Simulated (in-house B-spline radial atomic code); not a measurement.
A fraction x of an electron is removed from 4s in neutral titanium, starting from [Ar] 3d2 4s2 and keeping the highest spin. All numbers are computed (non-relativistic LDA VWN5, spin-polarised, spherical fractional occupations; point nucleus) with an all-electron radial atomic-structure program (B-spline basis), not measured.

| x | E(x) - E(0) (eV) | 4s down level (eV) |
| --- | --- | --- |
| 0 | 0.0000 | -4.262 |
| 0.04 | 0.1746 | -4.467 |
| 0.21 | 1.0084 | -5.346 |
| 0.35 | 1.8083 | -6.081 |
| 0.47 | 2.5760 | -6.715 |
| 0.5 | 2.7798 | -6.873 |
| 0.59 | 3.4198 | -7.350 |
| 0.69 | 4.1813 | -7.879 |
| 0.84 | 5.4227 | -8.674 |
| 0.92 | 6.1336 | -9.099 |
| 1 | 6.8777 | - |

The exact functional would give a straight line between the two integer points. Deviations E(x) - E(0) - x[E(1) - E(0)], in eV: -0.101 at x = 0.04, -0.436 at x = 0.21, -0.599 at x = 0.35, -0.657 at x = 0.47, -0.659 at x = 0.5, -0.638 at x = 0.59, -0.564 at x = 0.69, -0.355 at x = 0.84, -0.194 at x = 0.92.

The curve lies below the straight line by up to 0.659 eV (at x = 0.5): convex, the delocalisation error that favours fractional charges.

Question: How well does Slater's transition state (minus the level at half occupation) give the ionisation energy?

Answer: It gives 6.873 eV against 6.878 eV from the two total energies; NIST lists 6.83 eV, ground level to ground level.
